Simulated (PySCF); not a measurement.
Stretching RuN

Set-up: Ru x2c-TZVPPall, N x2c-TZVPPall; spin-free X2C with a Gaussian nucleus (PySCF 2.14). Energies in eV from Ru (4d7 5s1) + N in their ground configurations at the same level. State: ²Σ⁺ (doublet), unpaired electrons σ ↑.

```
R (Å)  r²SCAN  UHF-CCSD
1.327  -1.972          
1.389  -3.369    -2.650
1.450  -4.179    -3.425
1.497  -4.493    -3.713
1.543  -4.612    -3.809
1.589  -4.578    -3.753
1.651  -4.354    -3.504
1.728  -3.876    -3.012
1.821  -3.130    -2.281
1.944  -2.013
```

Question: Put a parabola through the three lowest points of the r²SCAN curve and estimate Re, k and ωe (reduced mass 12.31 u; 1 eV/Å² = 0.16022 mdyn/Å; ωe = 1302.8·√(k/μ) cm⁻¹).

Answer: Through R = 1.497, 1.543, 1.589 Å the second-order coefficient is 36.2 eV/Å², so Re ≈ 1.556 Å, k ≈ 11.6 mdyn/Å and ωe ≈ 1264 cm⁻¹. A polynomial fit of higher order to the unrounded r²SCAN energies gives Re = 1.554 Å, k = 10.7 mdyn/Å, ωe = 1214 cm⁻¹; anharmonicity and rounding make the difference.

The higher-order fit for each curve: r²SCAN: Re = 1.554 Å, ωe = 1214 cm⁻¹, De = 4.62 eV; UHF-CCSD: Re = 1.547 Å, ωe = 1231 cm⁻¹, De = 3.81 eV.

Correlated steps freeze 15 core orbitals. The metal atom is held in its measured ground configuration; semilocal functionals can put another filling of s and d lower by some tenths of an eV, and De to that atom would be smaller. Spin–orbit coupling is left out, which matters for elements this heavy, above all for dissociation energies. The state is the lowest single determinant that the PBE0 search found; with open d or f shells the true ground state can be another one.
